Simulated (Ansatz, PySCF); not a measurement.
selenium dioxide (O2Se), SMILES O=[Se]=O. Atoms are numbered in the order given.

```xyz
3

O      0.0000    -1.3340     0.6047
Se     0.0000     0.0000    -0.2672
O      0.0000     1.3340     0.6047
```
Charge 0, spin multiplicity 1.

Geometry optimised at ωB97X-D3(BJ)/def2-TZVP.

Two levels are set side by side: PBE-D3(BJ)/def2-TZVP (Ansatz, a first-principles code) and ωB97X-D3(BJ)/def2-TZVP (PySCF). Each level has its own optimised geometry; the coordinates shown are those of the second. Frequencies come from the Hessian of PySCF at each geometry. Differences are taken from unrounded values.

```json
[
 {"quantity": "mean bond length (Å)", "ωB97X-D3(BJ)": "1.594", "PBE-D3(BJ)": "1.632", "PBE-D3(BJ) minus ωB97X-D3(BJ)": "0.038"},
 {"quantity": "bond O1–Se2 (Å)", "ωB97X-D3(BJ)": "1.594", "PBE-D3(BJ)": "1.632", "PBE-D3(BJ) minus ωB97X-D3(BJ)": "0.038"},
 {"quantity": "bond Se2–O3 (Å)", "ωB97X-D3(BJ)": "1.594", "PBE-D3(BJ)": "1.632", "PBE-D3(BJ) minus ωB97X-D3(BJ)": "0.038"},
 {"quantity": "highest harmonic wavenumber (cm⁻¹)", "ωB97X-D3(BJ)": "1081", "PBE-D3(BJ)": "958", "PBE-D3(BJ) minus ωB97X-D3(BJ)": "-123"},
 {"quantity": "mean harmonic wavenumber (cm⁻¹)", "ωB97X-D3(BJ)": "839", "PBE-D3(BJ)": "743", "PBE-D3(BJ) minus ωB97X-D3(BJ)": "-96"},
 {"quantity": "zero-point energy (kcal/mol)", "ωB97X-D3(BJ)": "3.60", "PBE-D3(BJ)": "3.19", "PBE-D3(BJ) minus ωB97X-D3(BJ)": "-0.41"}
]
```

Exact exchange shortens and stiffens bonds; PBE has none. Differences between two approximate levels are no errors against the true value.
